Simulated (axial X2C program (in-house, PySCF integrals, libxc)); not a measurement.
# Low determinants of WSi⁺ at the PBE0 level, with spin–orbit coupling

Computed with an in-house all-electron X2C program for linear molecules (integrals from PySCF). Two-component (2c) means X2C with spin–orbit coupling and atomic mean-field two-electron Coulomb and Gaunt terms. Basis: W dyall-cv3z [13s14p9d7f4g], Si dyall-v3z [8s7p2d1f] (cores contracted in-house); Gaussian nuclei, density fitting, unrestricted open shells. Masses: W 183.951 u, Si 27.977 u.

Search at 2.417 Å (vertical energies from the lowest determinant):

```csv
ΔE (eV),state,electrons beyond evenly filled partner blocks,"electrons in ±ω = 1/2, 3/2, 5/2, 7/2"
0.00,Ω = 5/2,ω = 5/2,52 24 9 2
0.68,Ω = 1/2,ω = 1/2,53 24 8 2
0.70,Ω = 7/2,"2 × ω = 1/2, ω = 5/2",52 24 9 2
0.77,Ω = 3/2,"ω = 1/2, ω = -3/2, ω = 5/2",51 25 9 2
0.79,Ω = 3/2,ω = 3/2,52 25 8 2
1.07,Ω = 3/2,"ω = 1/2, ω = -3/2, ω = 5/2",53 23 9 2
1.16,Ω = 1/2,"ω = -1/2, ω = -3/2, ω = 5/2",51 25 9 2
```

Lowest determinant, Ω = 5/2 (⟨Sz⟩ = 2.46, ⟨Lz⟩ = 0.04 at PBE0): Re = 2.413 Å, ωe = 376.6 cm⁻¹.

The determinant in row 2 of the search, Ω = 1/2 (⟨Sz⟩ = 1.45, ⟨Lz⟩ = -0.95 at PBE0), was followed along the bond at PBE0; measured from the minimum of the lowest determinant it gives:

Te = 0.648 eV (5230 cm⁻¹), Re = 2.339 Å, ωe = 375.2 cm⁻¹.

Task: Compare the bond of the determinant in row 2 with that of the lowest one.

Result: At PBE0 its Re is 0.074 Å shorter and its force constant, which goes as ωe², is 0.99 times that of the lowest determinant. T0 ≈ Te + Δωe/2 = 5230 + (-1) = 5229 cm⁻¹.

The search compares states at one distance, so a state with another bond length can lie lower; it is not exhaustive and yields mostly the lowest determinant of each block pattern, so other components and higher states of one pattern are missing. These are energies of single determinants, not of spin-adapted states; PBE0 term energies can be off by some tenths of an eV, and the functional has no current term.
